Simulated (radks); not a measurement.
Task: All-electron atom: the lutetium ion Lu2+ in [Kr] 4d10 4f14 5s1.5 5p6 6s1 7s0.5 (fractional occupations, a model configuration). Calculated with a radial shooting solver on a logarithmic mesh with Libxc functionals: Dirac Kohn-Sham, BLYP, spin-unpolarised, spherical densities, point nucleus. Some entries of the table are withheld. Estimate them.

| orbital | occ. | eigenvalue (eV) | <1/r> (bohr^-1) |
|---|---|---|---|
| 1s1/2 | 2 | (1) | 82.25 |
| 2s1/2 | 2 | -10769.55 | 19.89 |
| 2p1/2 | 2 | -10279.74 | 19.86 |
| 2p3/2 | 4 | -9161.726 | 16.96 |
| 3s1/2 | 2 | -2457.740 | 7.294 |
| 3p1/2 | 2 | -2241.239 | 7.209 |
| 3p3/2 | 4 | -2002.780 | 6.463 |
| 3d3/2 | 4 | -1635.559 | 6.353 |
| 3d5/2 | 6 | -1583.495 | 6.174 |
| 4s1/2 | 2 | -507.3252 | 3.054 |
| 4p1/2 | 2 | -419.2230 | 2.943 |
| 4p3/2 | 4 | -364.9665 | 2.683 |
| 4d3/2 | 4 | -220.2105 | 2.461 |
| 4d5/2 | 6 | -210.3115 | 2.398 |
| 5s1/2 | 1.5 | -83.3840 | 1.153 |
| 5p1/2 | 2 | -58.6498 | 1.024 |
| 5p3/2 | 4 | -51.4183 | 0.9357 |
| 4f5/2 | 6 | -33.1464 | (2) |
| 4f7/2 | 8 | -31.6096 | (3) |
| 6s1/2 | 1 | -19.9576 | 0.4355 |
| 6p1/2 | 0 | -14.7584 | 0.3673 |
| 6p3/2 | 0 | -13.7735 | 0.3451 |
| 7s1/2 | 0.5 | (4) | (5) |

Result: 
(1) 1s1/2 eigenvalue (eV): -63194.61
(2) 4f5/2 <1/r> (bohr^-1): 1.855
(3) 4f7/2 <1/r> (bohr^-1): 1.825
(4) 7s1/2 eigenvalue (eV): -8.3895
(5) 7s1/2 <1/r> (bohr^-1): 0.2137
